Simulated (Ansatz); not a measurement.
`CC[Si](Cl)(Cl)Cl` → `C[Si](Cl)(Cl)Cl` + `[CH2]` (triplet) at 700 K and 1 bar (formal loss of a carbene).

Computed with Ansatz on PBE0-D4/def2-TZVP structures; ΔE is electronic, products minus reactants. CCSD(T)/CBS is the MP2 limit (def2-TZVPP, def2-QZVPP) plus CCSD(T) − MP2 in def2-TZVPP, frozen cores. This one scheme is used for every species. Triplets are unrestricted, without spin–orbit coupling. Each species was taken in one conformer, which may not be the lowest.

```
           species  CCSD(T)/CBS energy (Eh)  H − E (kJ/mol)  S (J/(mol·K))
`CC[Si](Cl)(Cl)Cl`              -1747.70894           275.6          520.3
 `C[Si](Cl)(Cl)Cl`              -1708.45088           183.3          454.2
 `[CH2]` (triplet)                -39.09499            70.4          226.8
```

H − E and S are ideal-gas, rigid-rotor, harmonic terms from PBE0-D4/def2-TZVP, for one conformer and one mirror image of each species, with the whole ground term of open shells counted as degenerate. 1 Eh = 2625.50 kJ/mol, R = 8.31446 J/(mol·K).

Q: By hand: ΔE, ΔH, ΔS and ΔG.

A: ΔE = (-1708.45088) + (-39.09499) − (-1747.70894) = 0.16307 Eh = 428.1 kJ/mol. Δ(H − E) = 183.3 + 70.4 − 275.6 = -21.9, so ΔH = 406.2 kJ/mol. ΔS = 454.2 + 226.8 − 520.3 = 160.7 J/(mol·K). ΔG = 406.2 − 700 × (160.7)/1000 = 293.7 kJ/mol.

Q: By hand: the equilibrium constant, and the temperature at which ΔG would vanish if ΔH and ΔS stayed fixed.

A: log₁₀ K = −ΔG/(RT ln 10) = -21.9. ΔG = 0 at ΔH/ΔS = 2528 K, far beyond where these terms or the molecules hold.

The number of gas molecules changes by +1, which sets the sign of ΔS. A doubt of 5 kJ/mol in ΔE shifts log₁₀ K by 0.4 here. Other conformers and mirror images would add mixing entropy, several J/(mol·K) or more a flexible species. A triplet takes part, so the spin changes. These are equilibria of isolated gas molecules and say nothing of rates. Largest T1 diagnostic: 0.011 (customary marks: 0.02 for closed shells, 0.045 for open ones).
